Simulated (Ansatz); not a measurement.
Relaxation of a periodic cell of 33 atoms, H6C2SO2 (contents 3 C2H6 + 3 SO2, density as packed 0.94 g/cm³ with natural masses), to a largest force component of 0.3 eV/Å in at most 15 steps.

Method: DFT PBE-D3(BJ), scalar-relativistic, plane waves, PAW in Ansatz. Settings: cutoff 420 eV, k mesh 1x1x1, fermi-dirac smearing 0.02 eV, no spin polarisation.

```xyz
33
Lattice="7.9264 0.0000 0.0000 0.0000 7.9264 0.0000 0.0000 0.0000 7.9264" Properties=species:S:1:pos:R:3:forces:R:3
C 4.468 1.070 7.824 0.27 -0.18 -0.10
C 5.007 0.360 6.587 -0.25 0.16 -0.03
H 5.073 0.842 8.705 0.18 -0.08 0.15
H 4.473 2.155 7.689 0.18 -0.21 0.08
H 3.441 0.766 8.038 0.02 0.08 -0.01
H 4.402 0.588 5.706 -0.20 0.07 -0.17
H 6.035 0.664 6.373 0.10 0.04 -0.06
H 5.003 -0.725 6.721 -0.03 -0.03 -0.08
C 4.669 5.674 3.756 0.07 0.02 -0.21
C 5.243 5.951 2.371 -0.05 -0.02 0.27
H 3.777 6.278 3.942 -0.09 0.08 0.07
H 4.387 4.624 3.863 -0.07 -0.20 0.04
H 5.396 5.905 4.538 0.08 0.05 0.16
H 6.135 5.347 2.185 0.08 -0.06 -0.08
H 4.516 5.721 1.588 -0.05 0.03 -0.12
H 5.525 7.002 2.264 0.02 0.12 -0.08
C 0.801 3.823 4.388 -0.04 -0.08 -0.35
C 0.804 3.859 2.864 -0.05 -0.09 0.16
H 0.812 4.832 4.807 -0.03 0.03 0.09
H -0.088 3.314 4.769 -0.15 -0.07 0.09
H 1.677 3.294 4.771 0.03 -0.03 0.07
H 0.793 2.850 2.444 0.03 -0.14 -0.13
H -0.072 4.388 2.480 -0.10 0.05 -0.10
H 1.692 4.368 2.482 0.18 0.08 -0.08
S 0.708 7.438 4.377 0.64 0.70 -0.45
O 1.297 8.421 5.309 -0.43 -0.77 -1.15
O 1.148 7.408 2.968 -0.25 0.04 1.40
S 3.102 4.563 7.287 -0.69 -0.60 -0.62
O 2.547 5.497 6.287 0.60 -0.74 0.77
O 2.651 3.158 7.308 -0.04 1.78 -0.20
S 0.610 7.042 -0.067 -0.43 1.17 0.54
O -0.862 6.984 -0.161 1.45 -0.03 0.33
O 1.275 8.319 0.261 -0.96 -1.17 -0.17
```

Task: Where does it end, and by what steps?

Result: It converged. The threshold is loose, so the end isn't yet a minimum. Limits of this set-up: coarse k mesh. After 13 steps the energy has fallen by 0.929 eV; S31 moved furthest, 1.17 Å.

```
step  energy less start (eV)  largest force component (eV/Å)  accepted
   0                  0.0000                           1.782       yes
   1                 -0.3464                           1.577       yes
   2                 -0.3749                           2.913       yes
   3                 -0.4718                           3.191       yes
   4                 -0.7092                           0.636       yes
   5                 -0.7748                           0.835       yes
   6                 -0.8025                           0.793       yes
   7                 -0.8220                           1.036       yes
   8                 -0.8423                           0.798       yes
   9                 -0.8711                           0.474       yes
  10                 -0.8933                           0.597       yes
  11                 -0.8905                           1.004        no
  12                 -0.9141                           0.319       yes
  13                 -0.9285                           0.258       yes
```

```xyz
33
Lattice="7.9264 0.0000 0.0000 0.0000 7.9264 0.0000 0.0000 0.0000 7.9264" Properties=species:S:1:pos:R:3
C 4.913 1.378 7.753
C 5.100 0.950 6.297
H 5.645 0.881 8.403
H 5.057 2.462 7.876
H 3.908 1.134 8.121
H 4.336 1.389 5.640
H 6.085 1.261 5.922
H 5.026 -0.141 6.194
C 4.625 5.429 3.641
C 5.072 5.865 2.249
H 3.838 6.087 4.032
H 4.231 4.402 3.631
H 5.461 5.450 4.357
H 5.857 5.211 1.846
H 4.232 5.853 1.538
H 5.469 6.889 2.254
C 0.419 3.466 4.131
C 0.893 3.737 2.704
H 0.319 4.394 4.712
H -0.564 2.972 4.147
H 1.113 2.802 4.664
H 1.011 2.806 2.135
H 0.180 4.368 2.157
H 1.863 4.254 2.696
S 0.500 7.295 5.151
O 1.083 8.511 5.688
O 0.881 6.894 3.800
S 2.775 4.210 6.615
O 2.649 5.662 6.481
O 1.846 3.551 7.515
S 1.206 7.099 0.933
O -0.090 6.741 0.367
O 1.502 8.516 1.072
```

Whether the end is a true minimum wasn't checked by a vibrational analysis.

Run time: 67 s on 1 thread of Arm Neoverse V1, with other jobs on the host, peak memory 0.5 GiB.
